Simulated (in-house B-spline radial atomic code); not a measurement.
O⁵⁺. Computed with a B-spline radial atomic code. Model: all-electron spherical atom, spin shells full or empty, radial basis limit, no spin-orbit coupling: exact exchange with a local potential (Slater, KLI or optimised effective potential, whose far tail is KLI's), no correlation.

Empty minority-spin level lies below the highest occupied level: each spin potential is zero at infinity, spin occupations fixed.

The run also made RPA and GW results, which its time includes.

The Slater potential averages the orbital exchange potentials with the orbital densities as weights, KLI adds orbital constants, and the optimised effective potential minimises the exact-exchange energy among local potentials. So their energies lie above Hartree-Fock in the order OEP, KLI, Slater. All fall off as −1/r, unlike LDA and GGA exchange.

Command:
```bash
python run_gw.py task.json out
```
Settings (lengths in bohr, energies in hartree):
```
Z                      8
electrons              3
configuration          [He] 2s1
hamiltonian            nr
method                 kli
lmax                   9
spin_polarised         True
box_radius             10.43
intervals              61
ion_configuration      1s2
```

Run time, properties included: 0.9 s on 1 thread of Intel(R) Xeon(R) 6975P-C (Granite Rapids) (shared host).

Given: hamiltonian non-relativistic; mean-field start exchange-only KLI.

Computed: energy above Hartree-Fock 0.56219 millihartree; virial ratio -E/T less 1 -0.001118.

```csv
radius (bohr),r times exchange potential up (hartree bohr),r times exchange potential down (hartree bohr)
0.00625,-0.043589,-0.047839
0.00736,-0.051294,-0.056302
0.00866,-0.0603,-0.066197
0.0102,-0.070931,-0.077884
0.012,-0.083305,-0.091497
0.0141,-0.097658,-0.1073
0.0166,-0.11461,-0.126
0.0196,-0.13474,-0.14823
0.023,-0.15723,-0.17314
0.0271,-0.18386,-0.20272
0.0319,-0.21426,-0.23664
0.0376,-0.24917,-0.27583
0.0443,-0.28847,-0.32031
0.0521,-0.3317,-0.36976
0.0613,-0.37906,-0.42475
0.0722,-0.43004,-0.48517
0.085,-0.48287,-0.54961
0.1,-0.5355,-0.61652
0.118,-0.58642,-0.68543
0.139,-0.6308,-0.75181
0.163,-0.66456,-0.81194
0.192,-0.68557,-0.86656
0.226,-0.68801,-0.91154
0.266,-0.66624,-0.946
0.313,?,?
0.369,-0.54152,-0.9854
0.434,-0.51274,-0.99373
0.511,-0.58031,-0.99773
0.602,-0.68979,-0.99933
0.709,-0.78968,-0.99984
0.834,?,?
0.982,-0.9269,-1
1.16,-0.96542,-1
1.36,-0.98579,-1
1.6,-0.9954,-1
1.89,-0.99889,-1
2.22,-0.99979,-1
```

Q: What belongs in the row 0.313?

A: r times exchange potential up (hartree bohr): -0.61447; r times exchange potential down (hartree bohr): -0.97011.

Q: What belongs in the row 0.834?

A: r times exchange potential up (hartree bohr): -0.86866; r times exchange potential down (hartree bohr): -0.99997.

```tsv
occupied	level (hartree)	Hartree-Fock level (hartree)
1s up	-24.834	-25.894
1s down	-25.757	-25.762
2s up	-5.067	-5.0673
```

```tsv
empty	level (hartree)
2s down	-5.3541
2p down	-5.0635
2p up	-4.6207
3s down	?
3s up	-2.1593
3p down	-2.1311
3p up	?
3d down	-2.0361
3d up	-1.9995
```

Q: What belongs in the row 3s down?

A: level (hartree): -2.2221.

Q: What belongs in the row 3p up?

A: level (hartree): -2.0414.

The highest level, 2s up, differs from Hartree-Fock by +0.0082 eV and the deepest, 1s down, by +0.136 eV: a local potential can match the highest level but can't give each shell its own exchange.
